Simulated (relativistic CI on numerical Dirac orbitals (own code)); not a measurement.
# Line list: Electric-dipole lines, Hg39+

These numbers are calculated, not measured: Dirac-Coulomb-Breit CI, orbitals from a KLI potential per configuration, a model potential for QED, unscaled Slater integrals (own radial code, finite nucleus).

Configuration list (outside the closed core [Ar] 3d10): 4s²4p⁶4d⁵, 4s²4p⁶4d⁴4f, 4s²4p⁵4d⁶, 4s4p⁶4d⁶, 4s²4p⁵4d⁵4f, 4s4p⁶4d⁵4f, 4s²4p⁶4d⁴5s, 4s²4p⁶4d³4f5s, 4s²4p⁶4d⁴5p, 4s²4p⁶4d⁴5d, 4s²4p⁵4d⁵5s, 4p⁶4d⁶4f, 4s²4p⁶4d⁴5f, 4s²4p⁶4d³5s5p, 4s4p⁶4d⁴4f5s, 4s²4p⁶4d⁴5g, 4s²4p⁶4d⁴6s, 4p⁶4d⁷, 4p⁵4d⁸, 4p⁵4d⁷4f, 4s²4p⁶4d³5s², 4s²4p⁶4d²4f5s², 4s²4p⁵4d³4f5s², 4s4p⁶4d³4f5s². Double excitations out of closed p, d and f shells are left out; levels of such configurations are missing from the list, as are those of other unlisted configurations, and high levels can miss mixing partners. These lack a partner that the ground configuration has and come out too high: 4s²4p⁵4d⁵5s.

| λ vac (Å) | Lower | Upper | A (s⁻¹) | log gf | S velocity/length |
| --- | --- | --- | --- | --- | --- |
| 42.658 | 4s²4p⁶4d⁵ ²G9/2 [6] | 4s²4p⁶4d⁴4f ²H°11/2 [389] | 6.24e+11 | 0.31 | 0.85 |
| 42.688 | 4s²4p⁶4d⁵ ⁴D3/2 [5] | 4s²4p⁶4d⁴4f ⁴D°3/2 [378] | 1.99e+12 | 0.34 | 0.81 |
| 42.721 | 4s²4p⁶4d⁵ ⁴G7/2 [3] | 4s²4p⁶4d⁴4f ²G°9/2 [371] | 1.23e+12 | 0.53 | 0.85 |
| 42.751 | 4s²4p⁶4d⁵ ²H11/2 [4] | 4s²4p⁶4d⁴4f ⁴H°11/2 [376] | 8.39e+11 | 0.44 | 0.82 |
| 42.759 | 4s²4p⁶4d⁵ ²D5/2 [7] | 4s²4p⁶4d⁴4f ²G°7/2 [393] | 1.56e+12 | 0.54 | 0.82 |
| 42.784 | 4s²4p⁶4d⁵ ⁶S5/2 [2] | 4s²4p⁶4d⁴4f ⁴D°7/2 [339] | 1.97e+12 | 0.64 | 0.83 |
| 42.809 | 4s²4p⁶4d⁵ ⁴P5/2 [1] | 4s²4p⁶4d⁴4f ²D°5/2 [242] | 2.31e+12 | 0.58 | 0.78 |
| 42.822 | 4s²4p⁶4d⁵ ⁴G7/2 [3] | 4s²4p⁶4d⁴4f ²F°7/2 [368] | 9.57e+11 | 0.32 | 0.79 |
| 42.878 | 4s²4p⁶4d⁵ ⁴P5/2 [1] | 4s²4p⁶4d⁴4f ⁴D°7/2 [240] | 2.10e+12 | 0.67 | 0.81 |
| 42.926 | 4s²4p⁶4d⁵ ⁶S5/2 [2] | 4s²4p⁶4d⁴4f ⁶P°3/2 [334] | 3.20e+12 | 0.55 | 0.80 |
| 42.941 | 4s²4p⁶4d⁵ ²D5/2 [7] | 4s²4p⁶4d⁴4f ²D°5/2 [388] | 1.37e+12 | 0.36 | 0.79 |
| 42.967 | 4s²4p⁶4d⁵ ²F7/2 [9] | 4s²4p⁶4d⁴4f ²G°9/2 [396] | 3.17e+12 | 0.94 | 0.83 |
| 42.988 | 4s²4p⁶4d⁵ ⁴P5/2 [1] | 4s²4p⁶4d⁴4f ⁴D°7/2 [234] | 1.29e+12 | 0.46 | 0.82 |
| 43.001 | 4s²4p⁶4d⁵ ²H11/2 [4] | 4s²4p⁶4d⁴4f ²I°13/2 [365] | 3.67e+12 | 1.15 | 0.88 |
| 43.021 | 4s²4p⁶4d⁵ ⁴P5/2 [1] | 4s²4p⁶4d⁴4f ⁴P°5/2 [232] | 1.98e+12 | 0.52 | 0.79 |
| 43.057 | 4s²4p⁶4d⁵ ²F7/2 [9] | 4s²4p⁶4d⁴4f ²G°7/2 [393] | 1.52e+12 | 0.53 | 0.79 |
| 43.082 | 4s²4p⁶4d⁵ ²G9/2 [6] | 4s²4p⁶4d⁴4f ⁴H°11/2 [376] | 1.84e+12 | 0.79 | 0.85 |
| 43.104 | 4s²4p⁶4d⁵ ⁴P5/2 [1] | 4s²4p⁶4d⁴4f ⁴P°3/2 [229] | 3.83e+12 | 0.63 | 0.78 |
| 43.108 | 4s²4p⁶4d⁵ ⁴G7/2 [3] | 4s²4p⁶4d⁴4f ⁴F°7/2 [357] | 1.03e+12 | 0.36 | 0.80 |
| 43.170 | 4s²4p⁶4d⁵ ²G9/2 [6] | 4s²4p⁶4d⁴4f ²G°9/2 [371] | 2.06e+12 | 0.76 | 0.79 |
| 43.196 | 4s²4p⁶4d⁵ ⁴D3/2 [5] | 4s²4p⁶4d⁴4f ⁴F°5/2 [360] | 1.96e+12 | 0.52 | 0.81 |
| 43.201 | 4s²4p⁶4d⁵ ⁴G7/2 [3] | 4s²4p⁶4d⁴4f ⁴P°5/2 [355] | 2.78e+12 | 0.67 | 0.78 |
| 43.224 | 4s²4p⁶4d⁵ ⁶S5/2 [2] | 4s²4p⁶4d⁴4f ⁶P°5/2 [328] | 3.41e+12 | 0.76 | 0.79 |
| 43.391 | 4s²4p⁶4d⁵ ²D5/2 [7] | 4s²4p⁶4d⁴4f ²F°7/2 [374] | 9.12e+11 | 0.31 | 0.83 |
| 43.426 | 4s²4p⁶4d⁵ ²D5/2 [7] | 4s²4p⁶4d⁴4f ⁴D°3/2 [372] | 2.08e+12 | 0.37 | 0.76 |
| 43.452 | 4s²4p⁶4d⁵ ²H11/2 [4] | 4s²4p⁶4d⁴4f ⁴G°11/2 [351] | 2.59e+12 | 0.94 | 0.77 |
| 43.481 | 4s²4p⁶4d⁵ ⁴G7/2 [3] | 4s²4p⁶4d⁴4f ⁴F°9/2 [346] | 2.17e+12 | 0.79 | 0.83 |
| 43.564 | 4s²4p⁶4d⁵ ²G9/2 [6] | 4s²4p⁶4d⁴4f ⁴F°7/2 [357] | 1.64e+12 | 0.57 | 0.76 |
| 43.602 | 4s²4p⁶4d⁵ ²H11/2 [4] | 4s²4p⁶4d⁴4f ⁴F°9/2 [346] | 1.02e+12 | 0.46 | 0.75 |
| 43.839 | 4s²4p⁶4d⁵ ²F7/2 [9] | 4s²4p⁶4d⁴4f ²F°7/2 [368] | 1.70e+12 | 0.59 | 0.76 |

Terms are leading LS components. Brackets give the number of a level in order of energy, since labels repeat. The list gives strong lines, with weight on those to low levels, among the lowest 400 of 10805 levels, so that lines to higher ones, which can be the strongest, are missing. Levels whose partners in the same complex of configurations lie outside the list can be far off, and so can their lines. Rates are taken at the computed energies, electric ones in the length gauge. A velocity-to-length ratio far from 1 marks an uncertain rate.

At this charge energies of transitions that change n are usually good to better than 1 %, and those within a shell (Δn = 0) to a few per cent. Terms inside the open d or f shell come out 10 to 20 % too wide with unscaled integrals.

LS names give the leading component of a level, which can be under half, so a name can repeat, a term be missing and a line seem to break the LS rules.
